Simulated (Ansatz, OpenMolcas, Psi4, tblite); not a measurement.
Si2H2OF2 (SMILES F[Si]1(F)O[SiH2]1): the HOMO–LUMO gap, rung by rung

The species is Si2H2OF2 (7 atoms), meant as a singlet with charge 0. SMILES: `F[Si]1(F)O[SiH2]1`. The coordinates come from a PBE0-D4/def2-TZVP relaxation.

Quantity: the HOMO–LUMO gap, in eV. The values are calculated.

```json
{"level": "GFN1-xTB", "kind": "semi-empirical", "program": "tblite", "value (eV)": "4.22", "CPU time": "under 2 s"}
{"level": "HF/def2-SVP (density fitting)", "kind": "Hartree–Fock", "program": "Psi4", "value (eV)": "12.69", "CPU time": "1.6 s"}
{"level": "SVWN5/def2-SVP", "kind": "LDA", "program": "OpenMolcas", "value (eV)": "4.15", "CPU time": "33 s"}
{"level": "PBE/def2-SVP", "kind": "GGA", "program": "Ansatz", "value (eV)": "4.25", "CPU time": "6.7 s"}
{"level": "M06-L/def2-SVP", "kind": "meta-GGA", "program": "OpenMolcas", "value (eV)": "4.93", "CPU time": "48 s"}
{"level": "r2SCAN/def2-SVP", "kind": "meta-GGA", "program": "Ansatz", "value (eV)": "4.81", "CPU time": "15 s"}
{"level": "M06-2X/def2-SVP", "kind": "hybrid meta-GGA", "program": "OpenMolcas", "value (eV)": "8.34", "CPU time": "33 s"}
{"level": "CAM-B3LYP/def2-SVP", "kind": "range-separated hybrid", "program": "Ansatz", "value (eV)": "8.73", "CPU time": "9.1 s"}
{"level": "B2PLYP/def2-SVP", "kind": "double hybrid", "program": "Ansatz", "value (eV)": "8.70", "CPU time": "13 s"}
{"level": "PBE-QIDH/def2-SVP", "kind": "double hybrid", "program": "Ansatz", "value (eV)": "10.12", "CPU time": "12 s"}
```

The values span 4.15 to 12.69 eV. Orbital gaps aren't excitation energies, and those of double hybrids come from the SCF part alone; they tend to grow with the share of exact exchange. CPU times are rough (shared hosts, several kinds of processor and program).
